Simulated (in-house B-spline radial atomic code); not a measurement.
Sc⁵⁺: [Ne] 3s2 3p4

Computed with an all-electron radial atomic-structure program (B-spline basis): non-relativistic PBE0, spin-polarised, spherical fractional occupations, exact exchange averaged over the configuration, point nucleus.

Effective charges: Z_r = [3n² - l(l+1)]/(2<r>) from the radius, Z_e = n√(-2ε) from the energy, and Slater's rules. Values are occupation-weighted means over spin.

| shell | electrons | ε (eV) | <r> (bohr) | Z_r | Z_e | Slater |
| --- | --- | --- | --- | --- | --- | --- |
| 1s | 2 | -4489.9 | 0.07358 | 20.39 | 18.17 | 20.70 |
| 2s | 2 | -563.19 | 0.3445 | 17.42 | 12.87 | 16.85 |
| 2p | 6 | -478.86 | 0.3073 | 16.27 | 11.87 | 16.85 |
| 3s | 2 | -128.48 | 1.015 | 13.30 | 9.22 | 10.45 |
| 3p | 4 | -106.52 | 1.055 | 11.85 | 8.39 | 10.45 |

The least bound orbital is 3p down at -103.7 eV, and it is also the most diffuse (<r> = 1.061 bohr).
